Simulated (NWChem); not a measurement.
A series in which one site is exchanged, each optimised at PBE0/def2-SVP with NWChem, gas phase unless a solvent is named. All stand in one matching conformer (torsions within 35°), which need not be the lowest. Some are not confirmed as minima by frequencies. def2 effective core potentials on I; no spin-orbit coupling.

A: C[O][Al]([Cl])[I] (CH₃AlClIO; site = I)
B: [O]([AlH][Cl])C (CH4AlClO; site = H)
C: C[O][Al]([Cl])[Cl] (CH$_{3}$AlCl$_{2}$O; site = Cl)
D: C[O][Al]([F])[Cl] (CH3AlClFO; site = F)

| quantity | A | B | C | D |
|---|---|---|---|---|
| dipole (D), PBE0/def2-SVP | 1.88 | [?] | 1.90 | 2.02 |
| orbital gap (eV), PBE0/def2-SVP | 6.91 | [?] | 7.81 | 7.81 |
| static polarisability, PBE/def2-SVPD (bohr³) | 93.6 | [?] | 70.1 | 55.3 |
| lowest singlet excitation, PBE/def2-SVPD, TDA (eV) | 4.84 | [?] | 5.30 | 5.31 |

### Question
Fill in the missing entries.

### Answer

- dipole (D), PBE0/def2-SVP, B: 1.17
- orbital gap (eV), PBE0/def2-SVP, B: 7.71
- static polarisability, PBE/def2-SVPD (bohr³), B: 59.5
- lowest singlet excitation, PBE/def2-SVPD, TDA (eV), B: 5.46
